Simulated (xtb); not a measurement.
Input file for xtb: GFN2-xTB on BiH3O2 (SMILES [OH][BiH][OH]), a point of a torsion scan.

```
$ xtb mol.xyz --gfn 2 --opt vtight --chrg 0 --uhf 0 --input xcontrol
6

O     -1.85716961    -0.58296861     0.40127526
Bi     0.00189561     0.41960949     0.70192115
O      0.17752789     1.87498263    -0.83517445
H     -2.05715470    -0.57561751    -0.57787838
H      0.01870666     1.26889468     2.37663398
H      0.76917273     2.61295034    -0.57692682
$constrain
  force constant=1.0
  dihedral: 4,1,2,3,30.0
$end
```

It printed:

```
[...]
           -------------------------------------------------
          |                Calculation Setup                |
           -------------------------------------------------



           -------------------------------------------------
          |                 G F N 2 - x T B                 |
           -------------------------------------------------

        Reference                      10.1021/acs.jctc.8b01176
      * Hamiltonian:
        H0-scaling (s, p, d)           1.850000    2.230000    2.230000
        zeta-weighting                 0.500000
      * Dispersion:
        s8                             2.700000
        a1                             0.520000
        a2                             5.000000
        s9                             5.000000
      * Repulsion:
        kExp                           1.500000    1.000000
        rExp                           1.000000
      * Coulomb:
        alpha                          2.000000
        third order                    shell-resolved
        anisotropic                    true
        a3                             3.000000
        a5                             4.000000
        cn-shift                       1.200000
        cn-exp                         4.000000
        max-rad                        5.000000


          ...................................................
          :                      SETUP                      :
          :.................................................:
          :  # basis functions                  15          :
          :  # atomic orbitals                  15          :
          :  # shells                            9          :
          :  # electrons                        20          :
          :  max. iterations                   250          :
          :  Hamiltonian                  GFN2-xTB          :
          :  restarted?                      false          :
          :  GBSA solvation                  false          :
          :  PC potential                    false          :
          :  electronic temp.          300.0000000     K    :
          :  accuracy                    1.0000000          :
          :  -> integral cutoff          0.2500000E+02      :
          :  -> integral neglect         0.1000000E-07      :
          :  -> SCF convergence          0.1000000E-05 Eh   :
          :  -> wf. convergence          0.1000000E-03 e    :
          :  Broyden damping             0.4000000          :
          :  net charge                          0          :
          :  unpaired electrons                  0          :
          ...................................................

 iter      E             dE          RMSdq      gap      omega  full diag
   1    -12.0029755 -0.120030E+02  0.740E+00    4.14       0.0  T
   2    -12.0157013 -0.127258E-01  0.400E+00    4.38       1.0  T
   3    -12.0166858 -0.984535E-03  0.122E+00    4.25       1.0  T
   4    -12.0170877 -0.401853E-03  0.565E-01    4.26       1.0  T
   5    -12.0171241 -0.363874E-04  0.135E-01    4.23       1.0  T
   6    -12.0171280 -0.387861E-05  0.463E-02    4.23       1.0  T
   7    -12.0171286 -0.624452E-06  0.224E-02    4.23       1.8  T
   8    -12.0171286 -0.166821E-07  0.618E-03    4.24       6.6  T
   9    -12.0171286 -0.293842E-07  0.121E-03    4.23      33.8  T
  10    -12.0171286 -0.167137E-08  0.771E-04    4.23      52.9  T
  11    -12.0171286 -0.118730E-09  0.286E-04    4.23     142.6  T

   *** convergence criteria satisfied after 11 iterations ***

         #    Occupation            Energy/Eh            Energy/eV
      -------------------------------------------------------------
         1        2.0000           -1.0259489             -27.9175
       ...           ...                  ...                  ...
         4        2.0000           -0.5434029             -14.7867
         5        2.0000           -0.5310283             -14.4500
         6        2.0000           -0.4735559             -12.8861
         7        2.0000           -0.4611049             -12.5473
         8        2.0000           -0.4549493             -12.3798
         9        2.0000           -0.4348709             -11.8334
        10        2.0000           -0.3901667             -10.6170 (HOMO)
        11                         -0.2345363              -6.3821 (LUMO)
        12                         -0.1599538              -4.3526
        13                         -0.0944756              -2.5708
        14                          0.1186233               3.2279
        15                          0.1434730               3.9041
      -------------------------------------------------------------
                  HL-Gap            0.1556304 Eh            4.2349 eV
             Fermi-level           -0.3123515 Eh           -8.4995 eV

 SCC (total)                   0 d,  0 h,  0 min,  0.002 sec
 SCC setup                      ...        0 min,  0.000 sec (  3.875%)
 Dispersion    
[...]
...                  ...
         4        2.0000           -0.5424580             -14.7610
         5        2.0000           -0.5218767             -14.2010
         6        2.0000           -0.4698538             -12.7854
         7        2.0000           -0.4612403             -12.5510
         8        2.0000           -0.4376821             -11.9099
         9        2.0000           -0.4299538             -11.6996
        10        2.0000           -0.3997979             -10.8791 (HOMO)
        11                         -0.1728005              -4.7021 (LUMO)
        12                         -0.1431888              -3.8964
        13                         -0.0356197              -0.9693
        14                          0.1875205               5.1027
        15                          0.2104604               5.7269
      -------------------------------------------------------------
                  HL-Gap            0.2269974 Eh            6.1769 eV
             Fermi-level           -0.2862992 Eh           -7.7906 eV

 SCC (total)                   0 d,  0 h,  0 min,  0.002 sec
 SCC setup                      ...        0 min,  0.000 sec (  3.156%)
 Dispersion                     ...        0 min,  0.000 sec (  0.948%)
 classical contributions        ...        0 min,  0.000 sec (  0.432%)
 integral evaluation            ...        0 min,  0.000 sec ( 29.839%)
 iterations                     ...        0 min,  0.000 sec ( 24.254%)
 molecular gradient             ...        0 min,  0.001 sec ( 37.113%)
 printout                       ...        0 min,  0.000 sec (  3.658%)

         :::::::::::::::::::::::::::::::::::::::::::::::::::::
         ::                     SUMMARY                     ::
         :::::::::::::::::::::::::::::::::::::::::::::::::::::
         :: total energy             -12.020038968825 Eh    ::
         :: gradient norm              0.000023209375 Eh/a0 ::
         :: HOMO-LUMO gap              6.176913433114 eV    ::
         ::.................................................::
         :: SCC energy               -12.059369036764 Eh    ::
         :: -> isotropic ES            0.106973880416 Eh    ::
         :: -> anisotropic ES         -0.002590266391 Eh    ::
         :: -> anisotropic XC          0.000760572522 Eh    ::
         :: -> dispersion             -0.002902004131 Eh    ::
         :: repulsion energy           0.039329172290 Eh    ::
         :: add. restraining           0.000000895649 Eh    ::
         :: total charge              -0.000000000000 e     ::
         :::::::::::::::::::::::::::::::::::::::::::::::::::::

           -------------------------------------------------
          |                Property Printout                |
           -------------------------------------------------

    * Orbital Energies and Occupations

         #    Occupation            Energy/Eh            Energy/eV
      -------------------------------------------------------------
         1        2.0000           -1.0096646             -27.4744
         2        2.0000           -0.6598262             -17.9548
         3        2.0000           -0.6504187             -17.6988
         4        2.0000           -0.5424580             -14.7610
         5        2.0000           -0.5218767             -14.2010
         6        2.0000           -0.4698538             -12.7854
         7        2.0000           -0.4612403             -12.5510
         8        2.0000           -0.4376821             -11.9099
         9        2.0000           -0.4299538             -11.6996
        10        2.0000           -0.3997979             -10.8791 (HOMO)
        11                         -0.1728005              -4.7021 (LUMO)
        12                         -0.1431888              -3.8964
        13                         -0.0356197              -0.9693
        14                          0.1875205               5.1027
        15                          0.2104604               5.7269
      -------------------------------------------------------------
                  HL-Gap            0.2269974 Eh            6.1769 eV
             Fermi-level           -0.2862992 Eh           -7.7906 eV

     #   Z          covCN         q      C6AA      α(0)
     1   8 O        1.583    -0.607    25.368     6.797
     2  83 Bi       2.616     0.777   427.955    39.375
     3   8 O        1.584    -0.604    25.305     6.788
     4   1 H        0.865     0.292     0.737     1.345
     5   1 H        0.940    -0.158     8.126     4.457
     6   1 H        0.866     0.300     0.712     1.322

 Mol. C6AA /au·bohr⁶  :       1222.432695
 Mol. C8AA /au·bohr⁸  :      91260.392197
 Mol. α(0) /au        :         60.083218


Wiberg/Mayer (AO) data.
largest (>0.10) Wiberg bond orders for each atom

 ---------------------------------------------------------------------------
     #   Z sym  total        # sym  WBO       # sym  WBO       # sym  WBO
 ---------------------------------------------------------------------------
     1   8 O    1.864 --     4 H    0.905     2 Bi   0.879
     2  83 Bi   2.715 --     5 H    0.923     3 O    0.907     1 O    0.879
     3   8 O    1.888 --     2 Bi   0.907     6 H    0.903
Note: The following floating-point exceptions are signalling: IEEE_UNDERFLOW_FLAG IEEE_DENORMAL
normal termination of xtb
     4   1 H    0.915 --     1 O    0.905
     5   1 H    0.975 --     2 Bi   0.923
     6   1 H    0.910 --     3 O    0.903
 ---------------------------------------------------------------------------

Topologies differ in total number of bonds
Writing topology from bond orders to xtbtopo.mol

molecular dipole:
                 x           y           z       tot (Debye)
 q only:        0.833      -0.485       0.249
   full:        0.901      -0.575       0.061       2.720
molecular quadrupole (traceless):
                xx          xy          yy          xz          yz          zz
 q only:       -0.952      -4.031       1.050       5.807       0.469      -0.098
  q+dip:       -1.498      -5.462       1.998       6.803       1.431      -0.500
   full:       -1.236      -4.857       1.604       7.114       0.506      -0.368

           -------------------------------------------------
          |                Geometry Summary                 |
           -------------------------------------------------

      molecular mass/u    :      244.0030312
   center of mass at/Å    :        0.2314493       0.2026839       0.6040245
  moments of inertia/u·Å² :        0.6943914E+02   0.7893355E+02   0.1404934E+03
rotational constants/cm⁻¹ :        0.2427685E+00   0.2135674E+00   0.1199888E+00

 * 5 selected distances

     #   Z          #   Z                                           value/Å
     1   8 O        2  83 Bi                                      2.0875025 (max)
     2  83 Bi       3   8 O                                       2.0723007
     1   8 O        4   1 H                                       0.9561373
     2  83 Bi       5   1 H                                       1.7819184
     3   8 O        6   1 H                                       0.9551509 (min)

 * 3 distinct bonds (by element types)

   Z      Z             #   av. dist./Å        max./Å        min./Å
   1 H    8 O           2     0.9556441     0.9561373     0.9551509
   1 H   83 Bi          1     1.7819184     1.7819184     1.7819184
   8 O   83 Bi          2     2.0799016     2.0875025     2.0723007


optimized geometry written to: xtbopt.xyz


           -------------------------------------------------
          | TOTAL ENERGY              -12.020038968825 Eh   |
          | GRADIENT NORM               0.000023209375 Eh/α |
          | HOMO-LUMO GAP               6.176913433114 eV   |
           -------------------------------------------------

------------------------------------------------------------------------
------------------------------------------------------------------------
 total:
 SCF:
 ANC optimizer:
```

The run finished.

Warnings raised: the energy holds the restraint's term.

Cost: roughly 0.06 core-seconds.
